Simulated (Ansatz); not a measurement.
H3FSi2, SMILES `F[Si][SiH3]` (excited triplet) (charge 0, multiplicity 3). This triplet is an excited state, 1.07 eV above the relaxed singlet at the level frozen-core CCSD(T)/cc-pVTZ // PBE0-D3(BJ)/def2-TZVP (Ansatz, a quantum-chemistry and plane-wave program).

Cartesian coordinates (Å):
SMILES: F[Si][SiH3]
```xyz
6

F      2.6468     0.4301     0.2819
Si     1.5496    -0.6230    -0.2552
Si    -0.6943    -0.0165    -0.0277
H     -1.4053    -1.1832    -0.6083
H     -1.0173     1.2209    -0.7874
H     -1.0794     0.1717     1.3967
```
Charge 0, spin multiplicity 3.

Frozen-core energies in 6-31g from Ansatz at a geometry from PBE0-D3(BJ)/def2-TZVP; the HF reference has <S^2> = 2.01 and the T1 diagnostic is 0.015.

```tsv
level	energy (Ha)
HF	-678.88444
MP2	-679.09052
CCSD	-679.11538
CCSD(T)	-679.11895
```

Task: Estimate the energies of CCSDT and CCSDT(Q), and give each level's difference from CCSDT(Q).

Result: 
```
level     energy (Ha)  difference from CCSDT(Q) (mHa)
--------  -----------  ------------------------------
MP2        -679.09052                           29.63
CCSD       -679.11538                            4.78
CCSD(T)    -679.11895                            1.20
CCSDT      -679.11967                            0.48
CCSDT(Q)   -679.12015                            0.00
```
